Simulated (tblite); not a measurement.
C4H8FNSi2.
Structure used (GFN2-xTB), in Å, numbered top down from 1:
```xyz
16
C4H8FNSi2 angstrom
C     -2.0763   -1.3165   -0.0310
C     -0.8838   -0.7730   -0.2052
C     -0.2877    0.2969    0.6363
F     -1.1931    0.6685    1.6557
Si    -0.0084    1.8995   -0.4114
Si     1.2613   -0.3799    1.5636
C      2.4483   -0.8800    0.2123
N      3.1721   -1.1930   -0.6185
H     -2.4471   -2.0893   -0.6812
H     -2.7241   -1.0038    0.7705
H     -0.2336   -1.0901   -1.0107
H     -1.3056    2.2817   -0.9616
H      0.4996    2.9187    0.5052
H      0.9631    1.5735   -1.4522
H      1.8877    0.6752    2.3581
H      0.9198   -1.5794    2.3264
```

Level: GFN2-xTB in tblite, geometry and Hessian alike; calculated harmonic values, unscaled, isolated species. Against measured fundamentals such values can be off by several per cent, at times by over 20. Modes of hydrogen on silicon can be 10 to 20 % off. One conformer, not necessarily the lowest.

Harmonic wavenumbers (cm⁻¹): 34.6, 70.0, 79.1, 115.2, 144.9, 196.9, 213.2, 259.9, 271.8, 284.0, 330.5, 397.3, 475.1, 521.9, 532.7, 545.6, 597.2, 617.6, 621.6, 704.8, 748.8, 753.5, 771.7, 779.8, 852.7, 889.3, 930.4, 997.3, 1013.6, 1103.4, 1287.1, 1407.8, 1690.1, 2278.7, 2287.3, 2291.8, 2300.4, 2306.9, 2354.5, 3050.2, 3109.9, 3136.9.

A = 1688, B = 1021, C = 909.0 MHz; mass 145.018 u (most abundant isotopes); point group C1, symmetry number 1.

Problem. What is the zero-point energy?

Solution. Half the sum of the wavenumbers: 21678 cm⁻¹ = 61.98 kcal/mol.

Problem. Give the ideal-gas entropy at 200 K and 1 bar in the rigid-rotor, harmonic-oscillator model (classical rotation).

Solution. Translation 38.87, rotation 28.52, vibration 24.15: S = 91.5 cal/(mol K).

Problem. And Cp and H(200 K) − H(0)?

Solution. Cp = 33.71 cal/(mol K), of which vibrations give 25.76 (their classical limit is 42 R = 83.5); H(200 K) − H(0) = 4.20 kcal/mol without the zero-point energy, 2.61 from vibrations.

Problem. Blend soft modes into free rotors: weight 1/[1 + (100 cm⁻¹/ν̃)⁴] for the oscillator and the rest for a rotor with moment μB/(μ + B), μ = h/(8π²ν), B = 10⁻⁴⁴ kg m². What vibrational entropy results?

Solution. 22.21 cal/(mol K) in place of 24.15, which changes −T·S at 200 K by +0.39 kcal/mol.

Problem. Which modes carry the vibrational entropy at 200 K?

Solution. 34.6 cm⁻¹: 4.76; 70.0 cm⁻¹: 3.37; 79.1 cm⁻¹: 3.13; 115.2 cm⁻¹: 2.42; 144.9 cm⁻¹: 1.99; 196.9 cm⁻¹: 1.45 cal/(mol K); the other 36 give 7.02 together.

Hindered rotation and anharmonicity are outside this model. Other conformers, if any are populated, would add a mixing term that is left out. The structure is chiral; the term R ln 2 for an equal mix with its mirror image is left out.
